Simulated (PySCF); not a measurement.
F, charge -1, singlet (in this run its highest filled SCF level lies above zero, so its values depend strongly on the basis, on diffuse functions most of all); WB97X/6-31G** (PySCF).

Here is a job for PySCF.
```python
from pyscf import gto, scf, dft

mol = gto.M(
    atom='''
F     0.000000    0.000000    0.000000
''',
    basis='6-31g**',
    charge=-1,
    spin=0,
    verbose=5,
)

mf = dft.RKS(mol)
mf.xc = 'wb97x'
mf.grids.atom_grid = (30, 110)
mf.kernel()
mf.analyze()
```

Output, abridged:

```
PySCF version 2.14.0

[INPUT] verbose = 5
[INPUT] max_memory = 4000
[INPUT] num. atoms = 1
[INPUT] num. electrons = 10
[INPUT] charge = -1
[INPUT] spin (= nelec alpha-beta = 2S) = 0
[INPUT] symmetry False subgroup None
[INPUT] Mole.unit = angstrom
[INPUT] Symbol           X                Y                Z      unit          X                Y                Z       unit  Magmom
[...]
[INPUT] ---------------- BASIS SET ----------------
[INPUT] l, kappa, [nprim/nctr], expnt,             c_1 c_2 ...
[INPUT] F
[...]
                                1051.36609        0.0139160796
                                239.28569         0.0684053245
                                67.3974453        0.23318576
                                21.5199573        0.471267439
                                7.4031013         0.356618546
[...]
                                4.80830834        -0.146451658
                                1.34406986        1.12868858
[...]
                                4.80830834        0.345912103
                                1.34406986        0.722469957
[...]
nuclear repulsion = 0
number of shells = 6
number of NR pGTOs = 27
number of NR cGTOs = 14
basis = 6-31g**
ecp = {}

******** <class 'pyscf.dft.rks.RKS'> ********
method = RKS
initial guess = minao
damping factor = 0
level_shift factor = 0
DIIS = <class 'pyscf.scf.diis.CDIIS'>
diis_start_cycle = 1
diis_space = 8
diis_damp = 0
SCF conv_tol = 1e-09
SCF conv_tol_grad = None
SCF max_cycles = 50
direct_scf = True
direct_scf_tol = 1e-13
XC library pyscf.dft.libxc version 7.1.2
    S. Lehtola, C. Steigemann, M. J. T. Oliveira, and M. A. L. Marques,  SoftwareX 7, 1–5 (2018)
XC functionals = wb97x
    J.-D. Chai and M. Head-Gordon,  J. Chem. Phys. 128, 084106 (2008)
radial grids:
    Treutler-Ahlrichs [JCP 102, 346 (1995); DOI:10.1063/1.469408] (M4) radial grids

becke partition: Becke, JCP 88, 2547 (1988); DOI:10.1063/1.454033
pruning grids: <function nwchem_prune>
grids dens level: 3
symmetrized grids: False
atomic radii adjust function: <function treutler_atomic_radii_adjust>
User specified grid scheme (30, 110)
small_rho_cutoff = 0
Set gradient conv threshold to 3.16228e-05
Initial guess from minao.
atom F rad-grids = 30, ang-grids = [ 50  50  50  50  50  50  50  50  86  86  86  86  86  86  86 110 110 110
 110 110 110 110  86  86  86  86  86  86  86  86]
tot_boxes 729, boxes in each direction [7 7 7]
Padding 4 grids
tot grids = 2464
nelec by numeric integration = 8.971886561302078
E1 = -138.8013833126267  E2 = 39.30643883185264  Ecoul = 49.41584164141774  Exc = -10.109402809565106
init E= -99.4949444807741
cond(S) = 8.007082841352956
[...]
  mo_energy =
[-24.90654272  -1.3331071   -0.53757391  -0.53757391  -0.53757391
   1.22075678   1.22075678   1.22075678   1.37860813   1.8989735
   1.8989735    1.8989735    1.8989735    1.8989735 ]
nelec by numeric integration = 10.000002295740002
E1 = -147.52314139745368  E2 = 47.91054193428056  Ecoul = 59.1367876185106  Exc = -11.226245684230047
cycle= 1 E= -99.6125994631731  delta_E= -0.118  |g|= 0.906  |ddm|= 0.43
[...]
  mo_energy =
[-23.54113572  -0.45356266   0.25366177   0.25366177   0.25366177
   1.97502721   1.97502721   1.97502721   2.11965406   2.59707295
   2.59707295   2.59707295   2.59707295   2.59707295]
nelec by numeric integration = 10.000002284998606
E1 = -142.60041440527084  E2 = 42.95943039905586  Ecoul = 53.47469629672288  Exc = -10.515265897667017
cycle= 2 E= -99.640984006215  delta_E= -0.0284  |g|= 0.809  |ddm|= 0.863
[...]
  mo_energy =
[-24.12602048  -0.66621764   0.05832148   0.05832148   0.05832148
   1.79199045   1.79199045   1.79199045   1.96012574   2.48477617
   2.48477617   2.48477617   2.48477617   2.48477617]
nelec by numeric integration = 10.000002290570112
E1 = -144.93799147421845  E2 = 45.204845702879325  Ecoul = 56.039676658035326  Exc = -10.834830955156
cycle= 3 E= -99.7331457713391  delta_E= -0.0922  |g|= 0.00685  |ddm|= 0.398
[...]
  mo_energy =
[...]
   1.79085201   1.79085201   1.79085201   1.95912234   2.48578029
   2.48578029   2.48578029   2.48578029   2.48578029]
nelec by numeric integration = 10.000002290650807
E1 = -144.95702025021595  E2 = 45.22386804702235  Ecoul = 56.061467471410175  Exc = -10.837599424387822
Extra cycle  E= -99.7331522031936  delta_E= 1.42e-14  |g|= 2.83e-08  |ddm|= 3.12e-08
converged SCF energy = -99.7331522031936
**** SCF Summaries ****
Total Energy =                         -99.733152203193598
Nuclear Repulsion Energy =               0.000000000000000
One-electron Energy =                 -144.957020250215947
Two-electron Energy =                   45.223868047022350
Two-electron Coulomb Energy =           56.061467471410175
DFT Exchange-Correlation Energy =      -10.837599424387822
HOMO-LUMO gap [eV] =                    47.216087907096131
**** MO energy ****
[...]
 ** MO coefficients (expansion on meta-Lowdin AOs) **
               #1        #2        #3        #4        #5
0 F 1s           0.99999   0.00167   0.00000   0.00000  -0.00000
0 F 2s          -0.00153   0.99880   0.00000   0.00000   0.00000
0 F 3s          -0.00293   0.04892   0.00000   0.00000   0.00000
0 F 2px         -0.00000  -0.00000   0.89469  -0.18027   0.40482
0 F 2py         -0.00000  -0.00000   0.03073   0.93512   0.34850
0 F 2pz          0.00000   0.00000  -0.44207  -0.29983   0.84351
0 F 3px          0.00000  -0.00000   0.05041  -0.01016   0.02281
0 F 3py         -0.00000  -0.00000   0.00173   0.05269   0.01964
0 F 3pz         -0.00000  -0.00000  -0.02491  -0.01689   0.04753
0 F 3dxy        -0.00000   0.00000   0.00000   0.00000   0.00000
0 F 3dyz         0.00000  -0.00000  -0.00000  -0.00000   0.00000
0 F 3dz^2       -0.00000   0.00000   0.00000   0.00000  -0.00000
0 F 3dxz         0.00000   0.00000   0.00000   0.00000  -0.00000
0 F 3dx2-y2      0.00000   0.00000   0.00000  -0.00000  -0.00000
               #6        #7        #8        #9        #10
0 F 1s          -0.00000  -0.00000   0.00000  -0.00285  -0.00000
0 F 2s           0.00000   0.00000   0.00000   0.04892  -0.00000
0 F 3s          -0.00000  -0.00000  -0.00000  -0.99880  -0.00000
0 F 2px         -0.05619   0.00252  -0.00121   0.00000  -0.00000
0 F 2py         -0.00253  -0.05620   0.00055   0.00000   0.00000
0 F 2pz          0.00119  -0.00061  -0.05624  -0.00000   0.00000
0 F 3px          0.99718  -0.04475   0.02156  -0.00000   0.00000
0 F 3py          0.04497   0.99735  -0.00983  -0.00000  -0.00000
0 F 3pz         -0.02109   0.01079   0.99814  -0.00000  -0.00000
0 F 3dxy         0.00000  -0.00000  -0.00000  -0.00000  -0.10309
0 F 3dyz         0.00000  -0.00000  -0.00000   0.00000   0.11980
0 F 3dz^2       -0.00000   0.00000   0.00000  -0.00000   0.23387
0 F 3dxz        -0.00000  -0.00000   0.00000  -0.00000   0.03106
0 F 3dx2-y2     -0.00000   0.00000   0.00000  -0.00000   0.95883
               #11       #12       #13       #14
0 F 1s          -0.00000   0.00000   0.00000  -0.00000
0 F 2s          -0.00000  -0.00000  -0.00000  -0.00000
0 F 3s          -0.00000  -0.00000  -0.00000  -0.00000
0 F 2px         -0.00000   0.00000   0.00000   0.00000
0 F 2py         -0.00000  -0.00000   0.00000  -0.00000
0 F 2pz         -0.00000   0.00000   0.00000   0.00000
0 F 3px         -0.00000   0.00000   0.00000   0.00000
0 F 3py          0.00000   0.00000  -0.00000  -0.00000
0 F 3pz          0.00000   0.00000  -0.00000  -0.00000
0 F 3dxy         0.92751   0.31228  -0.13477   0.11588
0 F 3dyz        -0.18721   0.62620  -0.44519  -0.60023
0 F 3dz^2       -0.06955   0.57927   0.77122   0.10069
0 F 3dxz        -0.27860   0.36830  -0.41355   0.78406
0 F 3dx2-y2      0.14910  -0.19788  -0.13358   0.03750
 ** Mulliken pop on meta-lowdin orthogonal AOs  **
 ** Mulliken pop  **
[...]
 ** Mulliken atomic charges  **
charge of    0F =     -1.00000

WARN: System has nonzero charge -1; the dipole moment is origin-dependent.
Location of origin: [0. 0. 0.]

Dipole moment(X, Y, Z, Debye): -0.00000, -0.00000,  0.00000
```
